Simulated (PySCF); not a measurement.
CH9ClOSi3, SMILES [Si@H](Cl)([SiH2][SiH2]O)C.

The structure is a stationary point at PBE0-D3(BJ)/def2-SVP. The structure was generated by enumeration; whether it is a known compound was not checked. Other conformers were not sampled.

Calculation: PBE0-D3(BJ)/def2-SVP (PySCF).

Frequencies are harmonic and unscaled.

```tsv
mode	ν (cm⁻¹)	IR (km/mol)	moving atoms (share of kinetic energy)
1	29	1.4	Si 40 %, H 23 %, C 17 %, Cl 15 %
2	45	0.6	Si 32 %, O 31 %, H 17 %, Cl 13 %
3	68	1.4	O 27 %, Si 26 %, Cl 25 %, H 18 %
4	129	0.3	Si 43 %, Cl 22 %, O 18 %, H 15 %
5	155	0.7	C 37 %, H 28 %, Si 25 %
6	168	0.0	H 95 %
7	187	2.4	Si 39 %, H 26 %, O 24 %
8	201	71.4	H 62 %, Si 14 %, C 11 %
9	206	44.1	H 47 %, Si 23 %, C 12 %, O 11 %
10	344	24.1	H 87 %, Si 11 %
11	408	4.1	Si 70 %, H 18 %, Cl 9 %
12	454	5.3	Si 82 %, H 16 %
13	498	24.0	H 72 %, Si 27 %
14	526	43.3	Si 50 %, Cl 37 %, H 10 %
15	628	180.4	H 87 %, Si 11 %
16	646	127.8	H 85 %, Si 11 %
17	678	18.1	H 75 %, C 15 %, Si 8 %
18	735	8.7	H 65 %, Si 18 %, C 17 %
19	740	33.7	H 90 %
20	743	31.5	H 58 %, C 22 %, Si 19 %
21	783	129.3	H 89 %
22	823	120.9	H 76 %, Si 12 %, C 11 %
23	850	70.5	O 55 %, H 25 %, Si 20 %
24	886	83.4	H 84 %, C 10 %
25	902	180.6	H 88 %
26	934	105.6	H 80 %, Si 14 %
27	971	94.4	H 83 %, Si 13 %
28	1260	20.3	H 78 %, C 21 %
29	1420	5.5	H 96 %
30	1426	5.9	H 96 %
31	2198	91.6	H 97 %
32	2206	79.4	H 98 %
33	2211	23.1	H 97 %
34	2217	70.4	H 96 %
35	2227	172.9	H 96 %
36	3058	0.7	H 97 %
37	3166	0.4	H 91 %, C 9 %
38	3176	0.1	H 91 %, C 9 %
39	3920	114.0	H 94 %
```
